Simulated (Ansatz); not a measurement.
SiW2, relaxed as a quintet with UKS PBE0-D4/def2-TZVP in Ansatz, starting from the PBE0-D4/def2-TZVP geometry of the neutral singlet. Force threshold 0.02 eV/Å.

In the def2 sets W takes a core potential; there is no spin–orbit coupling. The relaxation made no stability test and no search for a lower SCF solution. At PBE0-D4/def2-TZVP a singlet of charge 0 lies 1.00 eV below the quintet, each at its own geometry. That singlet is doubtful there (restricted singlet, unstable towards broken spin symmetry). The structure comes from a short search, and lower isomers may exist.

Start:

```xyz
3

W    -0.2961   -1.0479    0.6434
W     0.6890   -0.2806   -1.0228
Si   -0.3928    1.3285    0.3794
```

Q: Estimate the energy that the relaxation releases and the steps that it takes.

A: 0.79 eV, in 5 steps; 9.5 s on 4 threads of Intel Xeon 6975P-C on a shared host. No frequencies were taken in this run, so the end may be a saddle point.

Q: Does the start keep its bonding and symmetry?

A: By distances, no bond broke or formed. The bond that changes most is W1–W2, from 2.08 to 2.30 Å (atoms count from 1). Point group C2v at the start, C2v at the end, both within 0.05 Å.

Q: Predict the relaxed structure.

A: 
```
atom    x (Å)    y (Å)    z (Å)
  W1  -0.3519  -1.0705   0.7341
  W2   0.7347  -0.2242  -1.1039
 Si3  -0.3829   1.2947   0.3698
```
Bond lengths (bridged metal pairs left out): 2 × Si–W 2.39 Å; 1 × W–W 2.30 Å.
